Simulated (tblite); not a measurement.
C₆H₁₆N₂Si.
Geometry (GFN2-xTB, Å), atoms numbered from 1 in this order:
```xyz
25
C6H16N2Si angstrom
C      3.027   -1.233    0.666
Si     1.885    0.279    0.542
C      2.428    1.497   -0.804
N      0.353   -0.347    0.049
N     -0.682    0.551   -0.282
C     -1.588    0.824    0.825
C     -2.624   -0.320    0.847
C     -2.621   -0.853   -0.596
C     -1.552    0.000   -1.313
H      4.050   -0.924    0.851
H      2.735   -1.892    1.478
H      3.020   -1.816   -0.250
H      1.884    0.972    1.851
H      3.302    2.062   -0.498
H      1.632    2.203   -1.019
H      2.672    0.984   -1.730
H      0.021   -1.229    0.433
H     -1.025    0.917    1.753
H     -2.080    1.776    0.614
H     -2.322   -1.095    1.553
H     -3.604    0.044    1.149
H     -3.593   -0.744   -1.073
H     -2.350   -1.909   -0.623
H     -0.958   -0.565   -2.029
H     -2.020    0.843   -1.828
```

Calculated harmonic vibrations of the isolated species, GFN2-xTB (tblite), most abundant isotopes, no scaling. This tight-binding method is rough: wavenumbers can miss measured ones by several per cent, in bad cases by 10 to 20. Modes of hydrogen on silicon can be 10 to 20 % off. One conformer, not necessarily the lowest.

Harmonic wavenumbers (cm⁻¹): 35.1, 53.9, 63.9, 87.4, 97.5, 103.4, 128.3, 167.4, 224.5, 273.7, 363.1, 423.9, 556.7, 640.6, 651.2, 658.0, 675.1, 696.4, 766.3, 781.7, 806.2, 812.8, 838.6, 847.7, 849.2, 874.3, 946.1, 955.0, 977.6, 980.5, 1073.2, 1081.7, 1093.4, 1142.1, 1173.9, 1184.4, 1211.5, 1246.4, 1280.7, 1282.5, 1296.5, 1303.2, 1347.3, 1372.8, 1377.5, 1466.7, 1476.9, 1487.2, 1489.2, 1490.1, 1497.0, 1503.0, 1510.1, 2091.5, 2955.6, 2958.9, 2981.0, 2998.9, 3012.1, 3015.1, 3019.5, 3022.4, 3040.1, 3044.1, 3046.5, 3047.6, 3057.6, 3060.9, 3285.0.

A = 2678, B = 726.5, C = 688.8 MHz; mass 144.108 u (most abundant isotopes); point group C1, symmetry number 1.

Question: What is the zero-point energy?

Answer: Half the sum of the wavenumbers: 47180 cm⁻¹ = 564.40 kJ/mol.

Question: Entropy at 298.15 K, 1 bar (ideal gas, RRHO, classical rotation)?

Answer: Translation 170.85, rotation 124.94, vibration 171.54: S = 467.3 J/(mol K).

Question: And Cp and H(298.15 K) − H(0)?

Answer: Cp = 191.64 J/(mol K), of which vibrations give 158.39 (their classical limit is 69 R = 573.7); H(298.15 K) − H(0) = 34.84 kJ/mol without the zero-point energy, 24.92 from vibrations.

Question: How do the functions run with temperature in this model?

Answer: 
```tsv
T (K)	S (J/(mol K))	Cp (J/(mol K))	H − H(0) (kJ/mol)	G − H(0) (kJ/mol)	ln q(vib)
150	365.7	117.4	12.28	-42.57	5.30
250	436.0	164.8	26.26	-82.75	8.94
400	531.6	248.0	57.26	-155.39	13.97
600	650.1	336.8	116.28	-273.76	20.50
900	804.4	423.2	231.35	-492.62	29.84
```

q(vib) and H(0) count from the zero-point level.

Question: Which modes carry the vibrational entropy at 298.15 K?

Answer: 35.1 cm⁻¹: 23.09; 53.9 cm⁻¹: 19.53; 63.9 cm⁻¹: 18.13; 87.4 cm⁻¹: 15.55; 97.5 cm⁻¹: 14.66; 103.4 cm⁻¹: 14.18 J/(mol K); the other 63 give 66.40 together.

Question: Blend soft modes into free rotors: weight 1/[1 + (100 cm⁻¹/ν̃)⁴] for the oscillator and the rest for a rotor with moment μB/(μ + B), μ = h/(8π²ν), B = 10⁻⁴⁴ kg m². What vibrational entropy results?

Answer: 151.71 J/(mol K) in place of 171.54, which changes −T·S at 298.15 K by +5.91 kJ/mol.

Hindered rotation and anharmonicity are outside this model. Other conformers, if any are populated, would add a mixing term that is left out. The structure is chiral; the term R ln 2 for an equal mix with its mirror image is left out.
